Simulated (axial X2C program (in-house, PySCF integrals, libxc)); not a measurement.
# CsBe: properties at the nuclei

Computed with an axial X2C code built on PySCF integrals: two-component X2C with atomic mean-field Coulomb and Gaunt terms, Gaussian nuclei, basis Cs dyall-cv3z, Be dyall-cv3z with contracted cores.

R = 3.729 Å (near the PBE0 minimum at charge 0 of the determinant lowest at the starting distance; the state shown can have its own minimum elsewhere).

Determinant lowest in the PBE0 search, Ω = 1/2 (⟨Sz⟩ = 0.50, ⟨Lz⟩ = 0.00 at PBE0), spin on the atoms Cs 0.31, Be 0.19:

```tsv
level	Eeff magnitude (GV/cm)	Ws magnitude Cs (kHz)	A∥/gI Cs (MHz)	qzz Cs (a.u.)	A∥/gI Be (MHz)	qzz Be (a.u.)	μ (D)
PBE0	1.04	1.33	2330	-0.38	24.7	-0.07	-4.37
BHandHLYP	0.927	1.17	2610	-0.33	31.3	-0.06	-3.45
r2SCAN	0.738	0.925	2160	-0.43	37.8	-0.08	-4.46
PBE	0.566	0.727	2290	-0.46	27.3	-0.07	-3.99
```

Determinant 0.61 eV from it at PBE0 and this distance, Ω = 3/2 (⟨Sz⟩ = 0.50, ⟨Lz⟩ = 1.00 at PBE0), spin on the atoms Cs 0.13, Be 0.37:

```tsv
level	Eeff magnitude (GV/cm)	Ws magnitude Cs (kHz)	A∥/gI Cs (MHz)	qzz Cs (a.u.)	A∥/gI Be (MHz)	qzz Be (a.u.)	μ (D)
PBE0	0.31	0.0996	-17.3	-0.33	0.894	0.05	-11.09
HF	0.802	0.382	81.9	-0.30	-27.8	0.01	-11.72
BHandHLYP	0.239	0.0699	-8.04	-0.36	5.68	0.05	-11.46
r2SCAN	0.206	0.0619	-3.97	-0.35	0.418	0.05	-11.15
PBE	0.313	0.0976	-26.3	-0.34	3.05	0.05	-10.49
```

Eeff is the effective electric field on the electron electric dipole moment in this Ω state and Ws the scalar–pseudoscalar constant of the nucleus named (defined with the proton number Z and per Ω); A∥ (defined per Ω) follows by multiplying with gI = μI/(I μN); qzz is the electric field gradient, eQq0 = 234.96 MHz × Q/barn × qzz; μ is positive if the Be end (last atom) is positive. The operators were transformed with the bare-nucleus X2C matrices; with these basis sets, hyperfine constants and field gradients can be off by tens of per cent, and where levels differ in sign neither size nor sign is settled.

Problem. With gI(133Cs) = 0.7377, Q(133Cs) = -0.00343 barn, gI(9Be) = -0.7850, Q(9Be) = 0.05288 barn (g factors from the IAEA table of nuclear moments by Stone; Q from Pyykkö, Mol. Phys. 2018), turn the PBE0 values of the first state into constants in MHz.

Solution. A∥(133Cs) = 2330 × 0.7377 = 1720 MHz; eQq0(133Cs) = 234.96 × (-0.00343) × (-0.38) = 0.306 MHz; A∥(9Be) = 24.7 × -0.7850 = -19.4 MHz; eQq0(9Be) = 234.96 × (0.05288) × (-0.07) = -0.87 MHz.

Each state is one determinant with collinear spin. Unrestricted Hartree–Fock can overshoot spin polarisation at the nuclei. In the state Ω = 3/2 the sign of Eeff differs between levels (HF against PBE0). Where Eeff spreads by more than a factor of two the levels disagree and none is to be relied on. Left out as unconverged or as another state under the same occupation: HF in at least one table. The search compared states at one distance, so a state with another bond length can lie lower. The sign of Ws at Cs differs between levels in the second state. Further determinants of the search, some of them spin-mixed, are not shown. PBE0 term energies can be off by some tenths of an eV.
